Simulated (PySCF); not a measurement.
Species: C2H8BNO2.
SMILES with atom numbers: `[CH3:1][C@@H:2]([NH2:3])[B:4]([OH:5])[OH:6]` (hydrogens: H7, H8, H9 on C1; H10 on C2; H11, H12 on N3; H13 on O5; H14 on O6)

Level of theory: PBE0-D3(BJ)/def2-SVP geometry optimisation, gas phase in PySCF 2.14.0.

Some entries are withheld. Bonds in one row agree within 0.01 Å.

| coordinate | value |
| --- | --- |
| C1–C2 | ? |
| C2–N3 | ? |
| C2–B4 | 1.591 Å |
| B4–O5, B4–O6 | ? |
| C1–H7, C1–H8, C1–H9 | 1.102 Å |
| C2–H10 | 1.109 Å |
| N3–H11, N3–H12 | 1.020 Å |
| O5–H13, O6–H14 | 0.963 Å |
| C1–C2–N3 | ? |
| C1–C2–B4 | ? |
| N3–C2–B4 | 115.2° |
| C2–B4–O5 | ? |
| C2–B4–O6 | ? |
| O5–B4–O6 | 117.6° |

Task: Fill in the missing values.

Result: 
- C1–C2 = 1.529 Å, drawn single (methyl carbon to sp3 carbon bound to nitrogen); 0.01 Å above the sum of covalent radii, 1.52 Å.
- C2–N3 = 1.465 Å, drawn single (sp3 carbon bound to nitrogen to primary amine nitrogen); 0.01 Å below the sum of covalent radii, 1.47 Å.
- B4–O5, B4–O6 = 1.364 Å, drawn single (three-coordinate boron to boron-bound oxygen); 0.14 Å below the sum of covalent radii, 1.50 Å.
- C1–C2–N3 = 109.4°, at the sp3 carbon bound to nitrogen; the outer atoms are 2.444 Å apart.
- C1–C2–B4 = 111.8°, at the sp3 carbon bound to nitrogen; the outer atoms are 2.584 Å apart.
- C2–B4–O5 = 118.7°, at the three-coordinate boron; the outer atoms are 2.541 Å apart.
- C2–B4–O6 = 123.8°, at the three-coordinate boron; the outer atoms are 2.612 Å apart.

Radii are Cordero's, carbon taken as 0.76, 0.73 or 0.69 Å for four, three, and two or fewer neighbours.

Whether it is a minimum is left open (no frequencies). One conformer, not necessarily the lowest (C1–C2–N3–H 72° and -176°, C1–C2–B4–O5 -129°, C2–B4–O5–H 180°, C2–B4–O6–H -1°).

Hardware: one thread, Arm Neoverse V1 (aarch64), no GPU (shared host). Cost: 49 s, 0.50 GiB resident at most. These figures are those of the optimisation.
